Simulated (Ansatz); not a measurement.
Molecule: sum formula H$_{2}$SiO$_{2}$Br, charge 0, multiplicity 2. It need not be the lowest isomer of its formula. 
Coordinates optimised at B3LYP-D3(BJ)/def2-TZVP (Ansatz, an electronic-structure program):
SMILES: [Si](Br)(O)O
```xyz
6

Si    -0.5479    -0.1695    -0.8849
Br     1.0149     0.0717     0.7441
O     -1.4318     1.2138    -1.0253
O     -1.6132    -1.3515    -0.5085
H     -0.9638     2.0543    -1.0420
H     -2.5263    -1.0904    -0.3416
```
Charge 0, spin multiplicity 2.

Parts of the frozen-core correlation energy in STO-3G (Ansatz, hartree). Frozen orbitals: 21; correlated occupied orbitals by spin: 13 and 12; virtual: 5 and 6. Open shells are spin-unrestricted. No spin-orbit coupling. No relativistic terms.

```json
[
 {"term": "reference (HF)", "value": "-2979.14984"},
 {"term": "MP2 opposite-spin", "value": "-0.08333"},
 {"term": "MP2 same-spin", "value": "-0.01766"},
 {"term": "CCSD correlation", "value": "-0.12579"},
 {"term": "(T)", "value": "-0.00439"},
 {"term": "T1 diagnostic", "value": "0.016"},
 {"term": "largest doubles amplitude", "value": "0.043"},
 {"term": "<S^2> of the reference", "value": "0.756"}
]
```
